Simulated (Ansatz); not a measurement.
```yaml
crystal:
  periodic: [false, false, false]
  atoms:
    - {symbol: Si, position_ang: [-0.822474, 0.403814, -1.401656]}
    - {symbol: Si, position_ang: [-1.333324, 0.757735, 0.805382]}
    - {symbol: Si, position_ang: [0.383272, -0.789908, 1.085541]}
    - {symbol: Si, position_ang: [1.386967, -0.448949, -1.063234]}
    - {symbol: H, position_ang: [-1.393586, 1.327528, -2.536862]}
    - {symbol: H, position_ang: [-2.725123, 0.403246, 1.399259]}
    - {symbol: H, position_ang: [-0.911374, 1.987687, 1.300785]}
    - {symbol: H, position_ang: [-0.171175, -2.127446, 1.355008]}
    - {symbol: H, position_ang: [1.540141, -0.225436, 2.247934]}
    - {symbol: H, position_ang: [2.371149, 0.764591, -1.154432]}
    - {symbol: H, position_ang: [1.587484, -1.597141, -1.968982]}
basis:
  gaussian: {orbitals: aug-cc-pVDZ, fitting: {mean_field: def2-universal-jkfit}}
magnetization: {spin_polarized: true, initial_magnetization: 1}
hamiltonian: {xc: {name: r2SCAN0}, dispersion: d3bj}
relax: {f_tol: 0.0001, max_steps: 2}
```

```sh
$ ansatz run in.yaml --threads 4 --pin off --events-out ev --progress --plain --max-ram 10444MiB
```

Output, abridged:

```
Warning: the engine holds no damping parameters fitted to this dispersion correction and functional, so the run takes those fitted to r2scan0 beside the three-body term, which d3bj leaves out (hamiltonian.dispersion, under Limitations)
Functional definition: r2SCAN0
638 factors; integrals over basis functions are off by at most 4.2e-1 eV
mean field evaluation 1: about -31617.6156 eV, gradient 1.2e1 eV
mean field evaluation 2: about -31617.8938 eV, gradient 1.1e1 eV
mean field evaluation 4: about -31618.9759 eV, gradient 4.5e-1 eV
mean field evaluation 8: about -31618.9764 eV, gradient 3.0e-2 eV
mean field evaluation 16: about -31618.9764 eV, gradient 1.4e-4 eV
mean field -31618.97641240 eV, -1161.9759510436 hartree, gradient 6.2e-5 eV, S^2 0.760253; 0 other end points of the search recorded, 0 dependent functions left out
reference -31618.97644990 eV, -1161.9759524217 hartree; 32, 31 occupied and 139, 140 virtual orbitals, 638 factors
relax step   1: F+E_penalty+E_count = -31619.10403997 eV  Δ(F+E_penalty+E_count) = +0.000e0 eV  max|allowed force component| = 2.358e0 eV/Å  Δτ_max = 0.0000 Å  (34 SCF iters, accepted)
638 factors; integrals over basis functions are off by at most 3.3e-1 eV
mean field -31619.81274701 eV, -1162.0066857737 hartree, gradient 8.2e-5 eV, S^2 0.759476; 0 other end points of the search recorded, 0 dependent functions left out
reference -31619.81278196 eV, -1162.0066870582 hartree; 32, 31 occupied and 139, 140 virtual orbitals, 638 factors
relax step   2: F+E_penalty+E_count = -31619.93898752 eV  Δ(F+E_penalty+E_count) = -8.349e-1 eV  max|allowed force component| = 7.876e-1 eV/Å  Δτ_max = 0.1944 Å  (33 SCF iters, accepted)
Error: geometry relaxation did not converge after 2 steps: max|allowed force component| = 7.88e-1 eV/Å (threshold 1.0e-4). Raise `relax.max_steps` over both its present limit and 2, loosen `relax.f_tol`, or start from a geometry closer to equilibrium. Where this run's directory can be resumed (`checkpoint.write`), a resume goes on for up to `relax.max_steps` more
```

(1) What is wrong with this run?

## Answers

(1) The relaxation is allowed too few steps for its threshold. The calculation stopped without meeting its thresholds.
